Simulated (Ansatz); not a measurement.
C$_{2}$H$_{3}$AlO, SMILES `O=[C]1[CH2][AlH]1`. Total charge 0; spin multiplicity 1.

```xyz
7

O     0.0018   -1.9127    1.1533
C    -0.1524   -0.9953    0.4064
C     0.7546    0.0343   -0.1154
Al   -1.1184    0.6725   -0.0307
H     0.6005    0.0997   -1.2142
H     1.8107    0.0805    0.1520
H    -1.8968    2.0210   -0.3513
```

Q: List the harmonic frequencies (cm⁻¹, unscaled) at PBE0-D4/def2-TZVP in Ansatz. (Estimate.)

A: Ansatz gave: 234, 299, 360, 439, 525, 559, 628, 861, 978, 1045, 1392, 1829, 1906, 2927, 3131.

Q: Is this a minimum?

A: Yes, all 15 modes are real.

Q: Give the ideal-gas thermochemistry at 298.15 K and 1 bar (rigid rotor, harmonic oscillator; point group C1, symmetry number 1).

A: Zero-point energy 102.4 kJ/mol; H(298) − E = 118.1 kJ/mol; entropy 294.6 J/(mol·K), of which translation 161.8, rotation 103.0, vibration 29.8; G(298) − E = 30.3 kJ/mol.

Q: And at 400, 500, 600, 800 and 1000 K?

A: 
```json
{"T (K)": "400", "H − E (kJ/mol)": "127.0", "S (J/mol/K)": "320.0", "G − E (kJ/mol)": "-1.0"}
{"T (K)": "500", "H − E (kJ/mol)": "136.8", "S (J/mol/K)": "341.8", "G − E (kJ/mol)": "-34.1"}
{"T (K)": "600", "H − E (kJ/mol)": "147.4", "S (J/mol/K)": "361.2", "G − E (kJ/mol)": "-69.3"}
{"T (K)": "800", "H − E (kJ/mol)": "170.8", "S (J/mol/K)": "394.7", "G − E (kJ/mol)": "-145.0"}
{"T (K)": "1000", "H − E (kJ/mol)": "196.1", "S (J/mol/K)": "422.9", "G − E (kJ/mol)": "-226.8"}
```

Q: Rotational constants (cm⁻¹)?

A: 0.5265, 0.153, 0.1213.
